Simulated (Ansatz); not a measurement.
```yaml
crystal:
  periodic: [false, false, false]
  atoms:
    - {symbol: B, position_ang: [-0.953969, 1.286278, -0.379095]}
    - {symbol: B, position_ang: [-0.118089, -0.115706, -0.207733]}
    - {symbol: C, position_ang: [0.924740, -1.012299, 0.461620]}
    - {symbol: O, position_ang: [0.063298, -1.361033, -0.673496]}
    - {symbol: H, position_ang: [-0.537988, 2.177455, -1.059764]}
    - {symbol: H, position_ang: [-1.961615, 1.486722, 0.233292]}
    - {symbol: H, position_ang: [0.697706, -1.569889, 1.365875]}
    - {symbol: H, position_ang: [1.978018, -0.948628, 0.203400]}
basis:
  gaussian: {orbitals: def2-mTZVP}
magnetization: {spin_polarized: true, initial_magnetization: 4}
hamiltonian: {xc: {name: BLYP}}
accuracy: high
scf: {lower_state_search: full}
output: {forces: true}
```

```sh
$ ansatz run in.yaml --threads 2 --pin off --events-out ev --progress --plain --max-ram 4352MiB
```

Shortened log:

```
Functional definition: BLYP
  name "BLYP"
  cite "Becke, Phys. Rev. A 38, 3098 (1988) doi:10.1103/PhysRevA.38.3098"
  cite "Lee, Yang & Parr, Phys. Rev. B 37, 785 (1988) doi:10.1103/PhysRevB.37.785"
  parameter beta = 0.0042
  parameter a = 0.04918
  parameter b = 0.132
  parameter c = 0.2533
  parameter d = 0.349
  exchange = b88_x(beta = beta)
  correlation = lyp_c(a = a, b = b, c = c, d = d)
1933 factors; integrals over basis functions are off by at most 3.6e-9 eV
mean field evaluation 1: about -4480.7608 eV, gradient 3.6e1 eV
mean field evaluation 2: about -4480.7518 eV, gradient 3.6e1 eV
mean field evaluation 4: about -4483.2666 eV, gradient 3.3e1 eV
mean field evaluation 8: about -4489.6727 eV, gradient 1.1e1 eV
mean field evaluation 16: about -4490.7085 eV, gradient 4.0e-2 eV
mean field evaluation 96: about -4490.6906 eV, gradient 6.6e-2 eV
mean field -4490.71474260 eV, -165.0307228748 hartree, gradient 1.6e-8 eV, S^2 6.004152; 15 other end points of the search recorded, 0 dependent functions left out
the calculation of the forces begins
reference -4490.71480035 eV, -165.0307249969 hartree; 16, 12 occupied and 77, 81 virtual orbitals, 1933 factors
Total energy: -4490.71480035 eV, -165.0307249969 hartree
Atom 0 at    -0.953969     1.286278    -0.379095 Å, force     2.004823    -0.063605    -0.777800 eV/Å
Atom 1 at    -0.118089    -0.115706    -0.207733 Å, force    -3.345116     4.269694     0.540435 eV/Å
Atom 2 at     0.924740    -1.012299     0.461620 Å, force     1.748607    -1.473695     0.410890 eV/Å
Atom 3 at     0.063298    -1.361033    -0.673496 Å, force     1.340784    -3.705230    -1.120954 eV/Å
Atom 4 at    -0.537988     2.177455    -1.059764 Å, force    -0.487275     1.037985    -0.421918 eV/Å
Atom 5 at    -1.961615     1.486722     0.233292 Å, force    -1.454716     0.346260     0.884718 eV/Å
Atom 6 at     0.697706    -1.569889     1.365875 Å, force    -0.206633    -0.144281     0.485978 eV/Å
Atom 7 at     1.978018    -0.948628     0.203400 Å, force     0.399527    -0.267127    -0.001348 eV/Å
Dipole moment:     0.314283    -0.319340     0.340651 e Å
```

In this input the spin is set far too high for this molecule. The run converged. The result belongs to that input, not to the molecule as meant.
